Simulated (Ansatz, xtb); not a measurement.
**C3H6B2F2O: which of two isomers lies lower**

We compare X, `CBO/C=C\B(F)F`, a singlet, with Y, `CBO/C=C/B(F)F`, a singlet. Both are isolated molecules in the gas phase, relaxed with B3LYP/def2-SVP, each in the lowest conformer that the search found.

X (Å):

```yaml
atoms:
  - { symbol: C, position_ang: [-0.8301, 3.1796, -1.3929] }
  - { symbol: C, position_ang: [1.6437, 0.3380, -0.8076] }
  - { symbol: C, position_ang: [2.0639, -0.7813, -1.4251] }
  - { symbol: B, position_ang: [0.2634, 2.3027, -0.7078] }
  - { symbol: B, position_ang: [1.5698, -1.3179, -2.7858] }
  - { symbol: F, position_ang: [0.6474, -0.7216, -3.5248] }
  - { symbol: F, position_ang: [2.0783, -2.4437, -3.2768] }
  - { symbol: O, position_ang: [0.7002, 1.1598, -1.3249] }
  - { symbol: H, position_ang: [-0.4479, 4.2059, -1.5435] }
  - { symbol: H, position_ang: [-1.6995, 3.2905, -0.7194] }
  - { symbol: H, position_ang: [-1.1741, 2.7810, -2.3588] }
  - { symbol: H, position_ang: [0.7586, 2.5841, 0.3642] }
  - { symbol: H, position_ang: [2.0412, 0.6616, 0.1645] }
  - { symbol: H, position_ang: [2.8314, -1.3480, -0.8897] }
```

Y (Å):

```xyz
14

C    -2.1207    1.3937   -2.3024
C     0.3599    1.0651   -0.5685
C     1.4532    0.9122    0.2003
B    -0.7044    2.0401   -2.5234
B     1.4105    0.0321    1.4604
F     2.4733   -0.1348    2.2357
F     0.3017   -0.6040    1.8320
O     0.3632    1.8321   -1.6822
H    -2.8341    1.6859   -3.0860
H    -2.5521    1.6865   -1.3278
H    -2.0646    0.2898   -2.2924
H    -0.4428    2.7695   -3.4490
H    -0.5893    0.5728   -0.3261
H     2.3675    1.4329   -0.1006
```

Q: Which of the two would you expect CCSD(T)/def2-SVP + ΔMP2/def2-TZVPP electronic energies to favour?

A: Too close to call at this level: CCSD(T)/def2-SVP + ΔMP2/def2-TZVPP gives E(Y) − E(X) = −0.17 kJ/mol.

The same difference at several levels:

```tsv
level	geometry	E(Y) − E(X) (kJ/mol)	departure from the last row (kJ/mol)	job, with rough time for the two
GFN2-xTB	GFN2-xTB	−6.49	−6.32	optimisation, 0.11 s
HF/STO-3G	GFN2-xTB	−0.33	−0.16	single point, 0.3 s
r2SCAN-D4/def2-SVP	GFN2-xTB	+0.10	+0.27	single point, 3.1 s
B3LYP/def2-SVP	B3LYP/def2-SVP	+2.91	+3.08	optimisation, 69 s
HF/def2-SVP	B3LYP/def2-SVP	+1.79	+1.96	part of the CCSD(T) run
MP2/def2-SVP	B3LYP/def2-SVP	+1.71	+1.88	part of the CCSD(T) run
CCSD(T)/def2-SVP	B3LYP/def2-SVP	+1.91	+2.08	single point
CCSD(T)/def2-SVP + ΔMP2/def2-TZVPP	B3LYP/def2-SVP	−0.17		single point, 74 s
```

As drawn, both hold the same kinds of bond in the same numbers.

The largest departure from CCSD(T)/def2-SVP + ΔMP2/def2-TZVPP is that of GFN2-xTB, 6.32 kJ/mol. The last row adds to CCSD(T) the change of the MP2 difference between the two basis sets, here −2.08 kJ/mol.

With thermal terms from frequencies at re-optimised GFN2-xTB minima (ideal gas, soft modes damped towards free rotors, one conformer each, 298.15 K, 1 atm): the zero-point term adds +0.48 kJ/mol; ΔH is +0.40 and ΔG +0.02 kJ/mol.

The correlated steps freeze 8 core orbitals. Codes used: Ansatz 0.2.0, xtb 6.7.1; the last row on 4 threads of Arm Neoverse V2 on a shared host.
